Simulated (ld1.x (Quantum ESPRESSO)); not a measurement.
# How hard is this potassium (K) TM potential?

ld1.x (Quantum ESPRESSO) 7.5 input, shortened:

```
&input
   title='K', zed=19., rel=0, dft='PZ', iswitch=3,
   config='[Ar] 3d0 4s0 4p1'
 /
 &inputp
   pseudotype=2, tm=.true., lloc=0,
   nlcc=.false.
 /
3
3P  2  1   6.00   0.00  2.10  2.10  0.0
3D  3  2   0.00   0.00  4.20  4.20  0.0
4S  1  0   0.00   0.00  3.95  3.95  0.0
 &test
   configts(1)='3p6 3d0 4s0 4p1'
 /
```

Occupied shells without a wave of their own: 4p. They enter only through the test configuration that unscreens the potential.

The pseudo-atom Hamiltonian at the reference potential is diagonalised in spherical Bessel functions j_l(qr) that vanish at 20 bohr, with q² up to the cutoff. All-electron valence levels (Ry): 3p -1.4940, 4p -0.1037, 3d -0.0389, 4s -0.2257.

Question: How do the lowest levels (Ry) of each channel move with the cutoff, and are there ghosts?

Answer:

| cutoff (Ry) | p #1 | p #2 | p #3 | d #1 | d #2 | s #1 | f #1 | f #2 | Σ f·Δε (mRy) |
| --- | --- | --- | --- | --- | --- | --- | --- | --- | --- |
| 8 | -1.0311 | -0.0856 | 0.0341 | -0.0331 | 0.0421 | -0.2257 | 0.0572 | 0.1726 | 2783.0 |
| 10 | -1.2272 | -0.0881 | 0.0324 | -0.0371 | 0.0374 | -0.2257 | 0.0572 | 0.1726 | 1603.9 |
| 12 | -1.3547 | -0.0894 | 0.0316 | -0.0382 | 0.0363 | -0.2257 | 0.0572 | 0.1726 | 837.6 |
| 18 | -1.4770 | -0.0907 | 0.0307 | -0.0383 | 0.0362 | -0.2257 | 0.0572 | 0.1726 | 102.2 |
| 21 | -1.4883 | -0.0908 | 0.0306 | -0.0383 | 0.0362 | -0.2257 | 0.0572 | 0.1726 | 34.3 |
| 25 | -1.4932 | -0.0909 | 0.0306 | -0.0383 | 0.0362 | -0.2257 | 0.0572 | 0.1726 | 4.8 |
| 30 | -1.4938 | -0.0909 | 0.0306 | -0.0383 | 0.0362 | -0.2257 | 0.0572 | 0.1726 | 1.3 |
| 35 | -1.4938 | -0.0909 | 0.0306 | -0.0383 | 0.0362 | -0.2257 | 0.0572 | 0.1726 | 1.3 |
| 45 | -1.4939 | -0.0909 | 0.0306 | -0.0383 | 0.0362 | -0.2257 | 0.0572 | 0.1726 | 0.5 |
| 50 | -1.4940 | -0.0909 | 0.0306 | -0.0383 | 0.0362 | -0.2257 | 0.0572 | 0.1726 | 0.2 |
| 55 | -1.4940 | -0.0909 | 0.0306 | -0.0383 | 0.0362 | -0.2257 | 0.0572 | 0.1726 | 0.1 |
| 400 | -1.4940 | -0.0909 | 0.0306 | -0.0383 | 0.0362 | -0.2257 | 0.0572 | 0.1726 | 0.0 |

Result: no extra level below or beside the all-electron valence levels (p, d, s, f tested); 10 mRy is reached at 25 Ry and 1 mRy at 45 Ry.

Its largest configuration-test error is +312 meV.
